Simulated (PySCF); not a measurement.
Species: C₆H₇NOS.
Numbering: `[CH3:1][S@@:2](=[O:3])[c:4]1[cH:5][cH:6][cH:7][cH:8][n:9]1` (hydrogens: H10, H11, H12 on C1; H13 on C5; H14 on C6; H15 on C7; H16 on C8)

Structure used (PBE0-D3(BJ)/def2-SVP), in Å, numbered top down from 1:
```xyz
16
C6H7NOS angstrom
C      2.5985    0.5804    0.5413
S      1.7224    0.3901   -1.0365
O      2.0978   -0.9537   -1.5964
C      0.0758    0.1779   -0.2932
C     -0.5933   -1.0082   -0.5729
C     -1.8757   -1.1444   -0.0464
C     -2.4056   -0.1024    0.7129
C     -1.6301    1.0400    0.9183
N     -0.4052    1.1843    0.4178
H      2.5017   -0.3653    1.0921
H      3.6508    0.7783    0.2981
H      2.1525    1.4212    1.0895
H     -0.0922   -1.7706   -1.1738
H     -2.4555   -2.0533   -0.2257
H     -3.4071   -0.1694    1.1425
H     -2.0167    1.8751    1.5126
```

Computed at PBE0/pcSseg-1 (PySCF, non-relativistic), with Q(33S) = −0.0678 b, Q(17O) = −0.0256 b, Q(14N) = 0.02044 b: S2, 33S (I = 3/2): χzz = 32.90 MHz, η = 0.119; O3, 17O (I = 5/2): χzz = -11.67 MHz, η = 0.350; N9, 14N (I = 1): χzz = -5.206 MHz, η = 0.284.

Task: Find the zero-field quadrupole resonance frequencies of 33S at S2.

Result: From ν = (|χ|/2)√(1 + η²/3): ν = 16.49 MHz (sulfinyl sulfur).

Task: Find the zero-field quadrupole resonance frequencies of 17O at O3.

Result: From the eigenvalues of H = χ/[4I(2I − 1)] × [3Iz² − I(I + 1) + η(Ix² − Iy²)], steps between neighbouring levels, labelled as for η = 0: ±1/2↔±3/2 1.969 MHz, ±3/2↔±5/2 3.420 MHz (sulfinyl oxygen).

Task: Where would the pure quadrupole (NQR) lines of 14N at N9 fall for the rigid, isolated species?

Result: From ν± = (3/4)|χ|(1 ± η/3) and ν0 = |χ|η/2: ν+ 4.274 MHz, ν− 3.536 MHz, ν0 0.738 MHz (pyridine-type nitrogen).

In a crystal, neighbours and librations shift these lines. A larger basis could move these couplings by a tenth or more.

One conformer stands for the species.
